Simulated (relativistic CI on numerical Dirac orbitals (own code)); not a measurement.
**Transition arrays of Tc XVIII**

Method of calculation: Dirac-Coulomb-Breit CI, orbitals from a KLI potential per configuration, a model potential for QED, valence Slater integrals scaled by 0.9, whole transition arrays (own radial code, finite nucleus).

Configuration list (outside the closed core [Ne] 3s2): 3p6.3d8, 3p6.3d7.4f, 3p5.3d9, 3p6.3d7.4p, 3p6.3d7.5f. Levels of other configurations are missing.

All E1 lines from the levels of 3p6.3d8; mean and standard deviation are weighted by gf, and upper levels are sorted by their leading configuration.

| Upper configuration | Lines | Σgf | Mean (eV) | Mean (nm) | σ (eV) | Strongest line (nm) |
| --- | --- | --- | --- | --- | --- | --- |
| 3p6.3d7.4f | 721 | 191.4 | 438.04 | 2.830 | 4.59 | 2.796 |
| 3p5.3d9 | 60 | 19.2 | 179.34 | 6.913 | 10.80 | 6.452 |
| 3p6.3d7.4p | 466 | 17.9 | 321.01 | 3.862 | 4.36 | 3.892 |
| 3p6.3d7.5f | 721 | 93.3 | 538.87 | 2.301 | 5.13 | 2.287 |

Σgf per state of the lower configuration in bins of 0.2 nm over the central range (centre: value): 2.3: 2.07, 2.7: 0.54, 2.9: 3.72, 3.9: 0.36, 6.5: 0.10, 6.7: 0.04, 6.9: 0.07.

(1) How do configuration mixing and the scaling of the Slater integrals move the arrays?

Answers

(1) Slater scale 0.9, no configuration mixing: 3p6.3d7.4f 438.6 ± 4.7 eV (Σgf 206.8), 3p5.3d9 180.2 ± 10.9 eV (Σgf 21.7), 3p6.3d7.4p 321.1 ± 4.4 eV (Σgf 16.9), 3p6.3d7.5f 538.3 ± 5.2 eV (Σgf 69.2); Slater scale 1: 3p6.3d7.4f 439.1 ± 5.0 eV (Σgf 192.0), 3p5.3d9 179.6 ± 11.3 eV (Σgf 19.0), 3p6.3d7.4p 321.2 ± 4.8 eV (Σgf 18.0), 3p6.3d7.5f 539.4 ± 5.6 eV (Σgf 93.8); Slater scale 0.8: 3p6.3d7.4f 437.0 ± 4.2 eV (Σgf 190.8), 3p5.3d9 179.0 ± 10.3 eV (Σgf 19.5), 3p6.3d7.4p 320.9 ± 3.9 eV (Σgf 17.8), 3p6.3d7.5f 538.4 ± 4.6 eV (Σgf 92.8). With mixing, levels are counted to their leading configuration, so an array can shrink or vanish into another, and the sums then hold other lines.
